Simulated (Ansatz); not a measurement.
A structure relaxed at PBE-D4/def2-SVP in Ansatz, charge 1, doublet:

```xyz
7

W    -1.322   -1.192    0.952
W     0.611   -0.002    1.893
W     0.905   -1.513   -0.139
W    -1.231    0.072   -1.213
W     1.149    1.323   -0.225
W     0.979   -0.150   -2.133
W    -1.092    1.462    0.864
```

(1) Give its formula and point group.

(2) Summarise the bond lengths by kind (pairs closer than 1.2 times the sum of covalent radii, bridged metal pairs left out).

Answers

(1) the cluster W7⁺. Point group Cs (tolerance 0.1 Å).

(2) 18 × W–W 2.40 to 3.72 Å.

In the def2 sets W takes a core potential; there is no spin–orbit coupling. The structure comes from a short search, and lower isomers may exist.
